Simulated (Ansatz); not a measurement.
H$_{6}$OSi$_{2}$Zn, SMILES `O[SiH2][SiH2][ZnH]`. Total charge 0; spin multiplicity 1. The structure was optimised at the PBE0-D4/def2-TZVP level. It is one conformer, not always the lowest.

```xyz
10

O    -1.875    0.941   -0.836
Si   -1.333   -0.501   -0.228
Si    0.670   -0.290    0.975
Zn    2.425    0.754   -0.240
H    -1.357    1.354   -1.527
H    -2.439   -0.992    0.632
H    -1.114   -1.490   -1.327
H     0.393    0.456    2.239
H     1.075   -1.674    1.372
H     3.556    1.442   -1.059
```

(1) What is the dipole moment at PBE/def2-TZVPP? (Estimate.)

(2) And with r2SCAN, B3LYP, ωB97M-V? (An estimate is asked.)

(3) Give the Mulliken charges with PBE, ωB97M-V, r2SCAN in def2-TZVPP. (An estimate is asked.)

Results:

(1) Computed: 1.28 D, with components (1.02, 0.25, -0.73) D in this frame, pointing from negative to positive charge.

(2) Ansatz gave: r2SCAN 1.33 D, B3LYP 1.35 D, ωB97M-V 1.46 D.

(3) The calculation gave: 
| atom | PBE | ωB97M-V | r2SCAN |
| --- | --- | --- | --- |
| O1 | -0.35 | -0.38 | -0.41 |
| Si2 | 0.32 | 0.30 | 0.40 |
| Si3 | 0.10 | 0.02 | 0.12 |
| Zn4 | 0.11 | 0.14 | 0.18 |
| H5 | 0.18 | 0.17 | 0.19 |
| H6 | -0.06 | -0.03 | -0.08 |
| H7 | -0.08 | -0.06 | -0.10 |
| H8 | -0.05 | -0.02 | -0.08 |
| H9 | -0.06 | -0.03 | -0.08 |
| H10 | -0.11 | -0.11 | -0.15 |

B3LYP here is the variant with VWN-RPA as its local correlation; programs differ in this.
